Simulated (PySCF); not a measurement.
# Nuclear quadrupole coupling in `CC=C=C/C=N\C`

Compound: C6H9N.
Geometry (GFN2-xTB, Å), atoms numbered from 1 in this order:
```xyz
16
C6H9N angstrom
C     -2.383    0.661   -0.153
C     -1.535   -0.408    0.470
C     -0.460   -0.901   -0.062
C      0.585   -1.472   -0.604
C      1.973   -1.032   -0.487
N      2.454    0.044   -0.034
C      1.625    1.087    0.485
H     -3.413    0.319   -0.232
H     -2.018    0.918   -1.144
H     -2.373    1.556    0.470
H     -1.854   -0.752    1.447
H      0.438   -2.366   -1.199
H      2.705   -1.740   -0.865
H      0.754    1.285   -0.149
H      2.236    1.988    0.565
H      1.259    0.822    1.480
```

Field gradients from the B3LYP/pcJ-1 density (PySCF, non-relativistic), principal values in atomic units, ordered |Vxx| ≤ |Vyy| ≤ |Vzz|:

| atom | Vxx | Vyy | Vzz |
| --- | --- | --- | --- |
| N6 | 0.3982 | 0.7325 | -1.1307 |

**Question.** Find the asymmetry η = (Vxx − Vyy)/Vzz and the couplings χ = eQV/h (234.96 MHz × Q in barn × V in au), with Q(14N) = 0.02044 b.

**Answer.** 
```csv
atom,environment,nucleus,η,χzz (MHz),χxx (MHz),χyy (MHz)
N6,imine nitrogen,14N,0.30,-5.43,1.91,3.52
```

The tensor is traceless: Vxx + Vyy + Vzz = 0.

**Question.** What is Vzz at N6 in SI units (1 au = 9.71736 × 10²¹ V/m²)?

**Answer.** -1.1307 au = -10.988 × 10²¹ V/m².

Were the hydrogens deuterons (Q(2H) = 0.00286 b), χzz would run from 192 kHz (H14) to 210 kHz (H11).

One conformer (not necessarily the lowest) at the GFN2-xTB geometry, without solvent, vibrations or thermal averaging. GFN2-xTB bond lengths can be off by several hundredths of an ångström, more for odd bonds, and the gradients follow them. With so small a basis the couplings can be 20 % off.

These values come from a run that also computed spin–spin couplings. Hardware: one thread, x86-64 server, shared host. Cost: 57 s wall.
